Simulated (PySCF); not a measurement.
Vertical excitations of a molecule C4H6BF from TDA-B3LYP/def2-SVPD (PySCF), as energy in eV (oscillator strength): 4.88 (0.000), 5.89 (0.062), 5.91 (0.002), 6.89 (0.001), 7.01 (0.025), 7.46 (0.000), 7.62 (0.044), 7.96 (0.039), 8.02 (0.081), 8.18 (0.038). Lowest triplet (TDA): 4.40 eV. The structure is a stationary point at PBE0-D3(BJ)/def2-SVP. The values are those of a single conformer.

Q: Pick the molecule that these values belong to.
A) C=C=CB(C)F
B) C#CB(F)CC
C) FCB1C=CC1
D) C=C1CCB1F

A: B, C#CB(F)CC
